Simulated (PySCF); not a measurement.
H5P2, SMILES P[PH3+], charge +1. Atoms are numbered in the order given.

```xyz
7

P      1.1749    -0.1158     0.0000
P     -1.0223     0.0041     0.0000
H      1.2218     0.8663     1.0430
H      1.2218     0.8663    -1.0430
H     -1.5511    -0.6699    -1.1237
H     -1.5511    -0.6699     1.1237
H     -1.6291     1.2832     0.0000
```
Charge +1, spin multiplicity 1.

The structure is a stationary point at PBE-D3(BJ)/def2-TZVP. The isomer is the one that the SMILES or the coordinates give; other isomers of the formula were not compared.

Two levels are set side by side: PBE/pcSseg-2 (PySCF) and HF/pcSseg-2 (PySCF). GIAO shifts against PH3 (³¹P), TMS (¹H) at the same level; non-relativistic, no solvent, atoms listed together averaged. Differences are taken from unrounded values.

```
quantity                 PBE
---------------------  -----
δ(³¹P) of P1 (ppm)      36.2
δ(³¹P) of P2 (ppm)     173.3
δ(¹H) of H3, H4 (ppm)   4.11
```

Question: These are the PBE values. What does HF give? (An estimate is asked for; the answer gives what the named calculation found.)

Answer: 
| quantity | HF | PBE minus HF |
|---|---|---|
| δ(³¹P) of P1 (ppm) | 12.4 | 23.8 |
| δ(³¹P) of P2 (ppm) | 141.9 | 31.4 |
| δ(¹H) of H3, H4 (ppm) | 4.08 | 0.03 |

Rough cost on one machine, each run with all the roots and properties that it gave: HF against PBE within a factor of 2.
